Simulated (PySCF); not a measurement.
## ErCl3(H2O) at several levels of theory

Computed with PySCF 2.14.0 (density fitting, no spin-orbit coupling) at the geometry relaxed with PBE0:

```xyz
7
ErCl3(H2O) (singlet in the valence; each metal's 4f electrons, 11 of them, lie in its core potential, out of spins and levels)
Er    0.0153   -0.0300    0.0229
Cl    1.1002    1.8946    1.1226
Cl   -1.6342   -1.3295    1.3006
Cl    1.1258   -1.1730   -1.8566
O    -1.2892    1.4026   -1.2752
H    -1.2587    2.3620   -1.1574
H    -1.6847    1.2208   -2.1378
```

```tsv
level	basis	state	HOMO (eV)	gap (eV)	charge on Er1 (e)	population of f-type functions on Er1 (polarisation alone where 4f lies in the core)	dipole about the centre of mass (D)	largest force component (eV/Å)
PBE0	Er lcecp-1-SVP with ECP57, Cl def2-SVP, O def2-SVP, H def2-SVP	singlet	-8.45	7.06	0.84	0.04	5.87	0.01
CAM-B3LYP	the same	singlet	-9.71	9.08	0.77	0.05	5.92	0.13
PBE0	Er lcecp-1-TZVP with ECP57, Cl def2-TZVP, O def2-TZVP, H def2-TZVP	singlet	-8.58	6.99	1.37	0.06	5.79	0.21
```

In the lcecp rows the 4f levels are missing from HOMO and gap, and the state counts the valence alone.

Charges are Mulliken's, which hang on the basis. The relaxation used the grid (50, 194), these runs (75, 302) or, all-electron (x2c bases, spin-free X2C Hamiltonian), (99, 590).

**Question.** What does HF with Er lcecp-1-SVP with ECP57, Cl def2-SVP, O def2-SVP, H def2-SVP give here?

**Answer.** state singlet, HOMO (eV) -11.68, gap (eV) 12.74, charge on Er1 (e) 1.25, population of f-type functions on Er1 (polarisation alone where 4f lies in the core) 0.05, dipole about the centre of mass (D) 6.08, largest force component (eV/Å) 0.87. Time: 5.4 s on 2 threads of Intel(R) Xeon(R) Platinum 8259CL CPU @ 2.50GHz (Skylake/Cascade Lake) (shared host), from an already converged density.

In the first row's basis the gap widens with exact exchange: 7.1 eV for PBE0 (a fixed share); 9.1 to 12.7 eV for CAM-B3LYP, Hartree–Fock (rising or full at long range).

No frequency check is given that shows the relaxed geometry to be a minimum. An lcecp potential fixes the number of 4f electrons, so in runs with it no electron can move into or out of that shell.
